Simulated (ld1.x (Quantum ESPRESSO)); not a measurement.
Before and after: TM potential for gold

| Item | Value |
| --- | --- |
| Element | Au |
| Generator | ld1.x (Quantum ESPRESSO) 7.5 |
| Type | norm-conserving Troullier–Martins (Kleinman–Bylander form) |
| Functional | LDA (PZ) |
| Relativity | scalar-relativistic |
| Frozen core | [Xe] 4f14 |
| Valence charge | 11 |
| Reference configuration | 5d8 6s0 6p0 (charge +3) |
| Partial waves | 6s (bound, empty): rc 1.65 bohr; 6p (bound, empty): rc 2.05 bohr; 5d (bound): rc 1.50 bohr |
| Local potential | the d channel |
| Core correction | a·sin(br)/r model core, default radius (core density twice the valence density) |

Change: reference 5d9 6s2 6p0.

Cutoffs: the cutoffs (Ry, on a coarse ladder) from which the occupation-weighted sum of valence levels, in a spherical-Bessel basis at the reference potential, stays within 10 and 1 mRy of its value at 400 Ry; they do not see the model core or the augmentation charge, which bear on the density cutoff. Errors are all-electron minus pseudo energies relative to the spin-unpolarised reference configuration.

What does the change do?

The potential gets harder (45 Ry and 80 Ry → 45 Ry and 100 Ry); both files keep a bound ghost (p, s); the range in which the p phases agree widens (upper end -1.2 → 0.5); the range in which the d phases agree widens (upper end 1.3 → 3.6).

```tsv
quantity	base	changed
cutoff, loose	45 Ry	45 Ry
cutoff, tight	80 Ry	100 Ry
bound ghosts	s, p	s, p
largest error over its own tests, meV	-3887	-331
s: phases at 2.25 bohr within 0.05 rad from the reference energy up to (Ry; the scan ends near 5)	4.0	to the end of the scan
p: phases at 2.25 bohr within 0.05 rad from the reference energy up to (Ry; the scan ends near 5)	-1.2	0.5
d: phases at 2.25 bohr within 0.05 rad from the reference energy up to (Ry; the scan ends near 5)	1.3	3.6
```

Base: These tests converged, but a pseudo level misses the all-electron one widely, so the file describes the atom poorly there or has found another state: 5d10 6s0 6p1: 5d by 4.6 eV; 5d9 6s1 6p1: 5d by 5.1 eV. A true bound ghost makes a file unfit for plane-wave use even where its test errors are small: the radial tests pick states by their node count and pass the ghost by.
